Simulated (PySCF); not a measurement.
## NMR data sheet: 5-chloro-1-methylimidazole

* Formula: C4H5ClN2
* SMILES: Cn1cncc1Cl
* InChI: InChI=1S/C4H5ClN2/c1-7-3-6-2-4(7)5/h2-3H,1H3
* Point group of the computed structure: Cs
* Degrees of unsaturation: 3
* Carbon signals: 4
* Proton signals: 3

Mapped SMILES: `[CH3:1][n:2]1[cH:3][n:4][cH:5][c:6]1[Cl:7]`. Each H is labelled by its parent atom.

All values are calculated (PySCF 2.14): geometry: GFN2-xTB, shielding tensors at PBE0/pcSseg-1 (GIAO). No relativistic terms, a single conformation, averaged over atoms made equivalent by symmetry, fast rotation or ring inversion, no solvent model.

References, each an isolated molecule treated in the same way: TMS for 1H, 13C; 15N against NH3.

| carbon | δC, type | δH (multiplicity) | HMBC from (2–3 bonds) | span of the C tensor (ppm) |
| --- | --- | --- | --- | --- |
| C1 | 32.5, CH3 | 3.59 (s) | H(C3) | 48 |
| C3 | 138.5, CH | 7.15 (m) | H(C5), H(C1) | 124 |
| C5 | 132.9, CH | 7.13 (m) | H(C3) | 139 |
| C6 | 126.3, C | – | H(C3), H(C5), H(C1) | 111 |

Other nuclei:
```csv
atoms,nucleus,environment,δ (ppm),σ (ppm)
N4,15N,pyridine-type nitrogen of an azole,304.9,-37.2
N2,15N,pyrrole-type ring nitrogen,188.0,79.7
```

Carbon types of the structure: 1 × C, 2 × CH, 1 × CH3, which accounts for all hydrogens. δC 138.5: aromatic CH between two ring heteroatoms. δC 132.9: aromatic CH next to a ring nitrogen. δC 126.3: aromatic carbon bearing chlorine. δH 7.15: hydrogen on an aromatic CH between two ring heteroatoms; it sits in the deshielding region of the aromatic ring current. δH 7.13: hydrogen on an aromatic CH next to a ring nitrogen; aromatic region.

Carbons that carry Cl, above all several Cl atoms, come out too deshielded, partly because spin–orbit coupling is missing. Shifts are as computed. Against solution values, carbons near 30 ppm lie about +3 ppm off and those near 130 ppm about +5 ppm; carbons on Cl a further +6 ppm. Of 1211 compounds with measured shifts, 218 miss one by over three times the rms of a fit or turn the order of signals round; such compounds aren't used in these exercises. Experimental scales use liquid or dissolved standards, which lie at an offset from isolated NH3 (liquid NH3: subtract about 20 ppm). Unscaled 15N shifts of sp2 nitrogen come out 20 to 40 ppm too high even then. Multiplicities follow the n + 1 count of equivalent neighbours, as no J values were calculated; m marks all less simple cases, F and P coupling included.
